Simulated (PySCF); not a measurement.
Orbital picture of AsBr⁺

M06-2X at R = 2.187 Å; basis As def2-TZVPPD, Br def2-TZVPPD; no relativity; PySCF 2.14. State: ²Π (doublet), unpaired electrons π ↑. Only the outer orbitals are listed, counted within each symmetry.

```
spin  orbital  occ.  ε (eV)  on As (%)            main shells (%)
   α      13σ     1  -31.35         17           81 Br s, 13 As s
   α      14σ     1  -24.88         76           76 As s, 17 Br s
   α      15σ     1  -18.14         47  51 Br p, 35 As p, 11 As s
   α       7π     1  -17.81         31           69 Br p, 29 As p
   α       7π     1  -17.33         20           79 Br p, 17 As p
   α       8π     1  -14.35         71           72 As p, 29 Br p
   α       8π     0  -10.12         81           81 As p, 17 Br p
   α      16σ     0   -6.40         62  48 As p, 26 Br p, 10 As d
   α      17σ     0   -3.62         58   48 As s, 32 Br s, 9 As d
   β      13σ     1  -31.11         12            85 Br s, 9 As s
   β      14σ     1  -23.60         73  74 As s, 14 Br s, 13 Br p
   β      15σ     1  -17.82         51  47 Br p, 35 As p, 16 As s
   β       7π     1  -17.29         16           84 Br p, 13 As p
   β       7π     1  -16.97         12            87 Br p, 9 As p
   β       8π     0   -9.68         85           85 As p, 13 Br p
   β       8π     0   -8.73         87           87 As p, 10 Br p
   β      16σ     0   -6.08         62   47 As p, 24 Br p, 9 As d
```

Question: Which are the highest filled and the lowest empty level, where do they sit, and how wide is the gap?

Answer: Highest filled α 8π at -14.35 eV (in %: 72 As p, 29 Br p); lowest empty α 8π at -10.12 eV (in %: 81 As p, 17 Br p); the gap at M06-2X is 4.23 eV. Both belong to one degenerate shell, split only by its one-sided filling, so this is no excitation gap.

```json
{"bond order (Mayer)": "1.55", "⟨S²⟩": "0.759", "charge on As (Mulliken, basis-dependent)": "0.75", "charge on As (Löwdin, basis-dependent)": "0.74", "dipole moment (positive dipole points towards Br; it is taken about the centre of mass and depends on that origin)": "-2.40 D"}
```

Spin–orbit coupling is left out. The state was picked by a PBE0 search and need not be the measured ground state.
